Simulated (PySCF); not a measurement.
C10H16.
Atom-mapped SMILES: `[CH2:1]=[CH:2][CH2:3][C@@H:4]1[C@H:5]2[CH2:6][C@@H:7]1[C@H:8]([CH3:9])[CH2:10]2` (hydrogens: H11, H12 on C1; H13 on C2; H14, H15 on C3; H16 on C4; H17 on C5; H18, H19 on C6; H20 on C7; H21 on C8; H22, H23, H24 on C9; H25, H26 on C10)

The closed-shell ground state was solved at several levels (PySCF, density fitting, gas phase, non-relativistic). Geometry: PBE0-D3(BJ)/def2-SVP, one conformer, isolated molecule.

```
            level  basis functions  total energy (Eh)  HOMO (eV)  LUMO (eV)  gap (eV)  dipole (D)
  B3LYP/def2-SVPD              328          -390.3820      -7.10       0.06      7.16        0.33
mPW1PW91/pcSseg-1              250          -390.5086      -7.32       0.42      7.74        0.27
```

Q: Estimate the row for PBE0/pcSseg-1, a basis of 250 functions; the other rows only guide the guess.

A: Total energy -390.1168 Eh, HOMO -7.30 eV, LUMO 0.43 eV, gap 7.73 eV, dipole 0.27 D.

Q: How far do the dipole and the HOMO energy spread over the levels?

A: The dipole runs from 0.27 to 0.33 D (mean 0.29 D) and the HOMO from -7.32 to -7.10 eV.
